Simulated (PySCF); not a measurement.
Input of a run (PBE0-D3(BJ)/def2-SVP geometry optimisation, gas phase (PySCF 2.14.0)), started from GFN2-xTB:
```
{"job": {"xc": "PBE0", "basis": "def2-SVP", "d3": "d3bj", "grid": 1, "kind": "geom"}, "charge": 0, "multiplicity": 1}
C      2.056373     0.314107    -0.919746
C      0.964446     0.447933     0.144025
C      1.570504     0.369395     1.545762
N     -0.083338    -0.538656    -0.060557
Si     0.110432    -2.198255     0.333373
C     -1.410259    -0.035189    -0.364011
C     -2.014425     0.762421     0.795943
C     -1.439064     0.772626    -1.664652
H      2.563120    -0.641031    -0.819453
H      2.787426     1.112303    -0.812731
H      1.620015     0.369008    -1.913586
H      0.515621     1.440719     0.036588
H      2.102830    -0.568236     1.679043
H      2.267295     1.191426     1.697179
H      0.787656     0.431643     2.297438
H     -0.751670    -2.947333    -0.583840
H      1.508813    -2.576384     0.136342
H     -0.270575    -2.536477     1.717808
H     -2.039603    -0.918431    -0.515614
H     -1.461741     1.682322     0.972729
H     -3.046321     1.021052     0.571239
H     -1.993303     0.164902     1.704412
H     -2.467039     1.010083    -1.927838
H     -0.999443     0.188705    -2.469518
H     -0.888685     1.705492    -1.571199
```

Output (energies in Eh, forces in Eh/bohr):
```
step   0  E = -582.36099733  max force = 0.011486
step   1  E = -582.36483584  max force = 0.002618
step   2  E = -582.36490064  max force = 0.000817
step   3  E = -582.36490693  max force = 0.000358
optimisation converged
```

Problem. Summarise the run.

Solution. The energy falls by 0.106 eV over 4 energy and gradient evaluations, the largest force component goes from 0.0115 to 3.6e-04 Eh/bohr, and the atoms move by 0.043 Å rms after alignment. Among the bonds, Si5–H16 and Si5–H17 change most and about equally (+0.031 to +0.032 Å). Bonds longer at the end by more than 0.005 Å: 20 of 24; shorter: 0. The energy never rose by more than 1e-6 Eh on the way. The first step brought 98 % of the lowering.

Problem. What are the final bond lengths?

Solution. C1–C2 1.526 Å, C2–C3 1.527 Å, C2–N4 1.463 Å, N4–Si5 1.736 Å, N4–C6 1.461 Å, C6–C7 1.528 Å, C6–C8 1.527 Å, C1–H9 1.101 Å, C1–H10 1.101 Å, C1–H11 1.099 Å, C2–H12 1.103 Å, C3–H13 1.103 Å, C3–H14 1.101 Å, C3–H15 1.100 Å, Si5–H16 1.496 Å, Si5–H17 1.494 Å, Si5–H18 1.504 Å, C6–H19 1.105 Å, C7–H20 1.102 Å, C7–H21 1.101 Å, C7–H22 1.100 Å, C8–H23 1.101 Å, C8–H24 1.100 Å, C8–H25 1.102 Å. Numbering counts from 1 in the input's order; the species is `N(C(C)C)(C(C)C)[SiH3]`.

The run used 201 basis functions and 26 SCF cycles in all. Hardware: x86-64 server, one thread, no GPU, shared host. Cost: 94 s of wall time.

Not checked by PBE0-D3(BJ)/def2-SVP frequencies. The numbers are those of one conformer.

The values belong to the conformer `[CH3:1][CH:2]([CH3:3])[N:4]([SiH3:5])[CH:6]([CH3:7])[CH3:8]`: C1–C2–N4–Si5 76°, C2–N4–C6–C7 -65°.
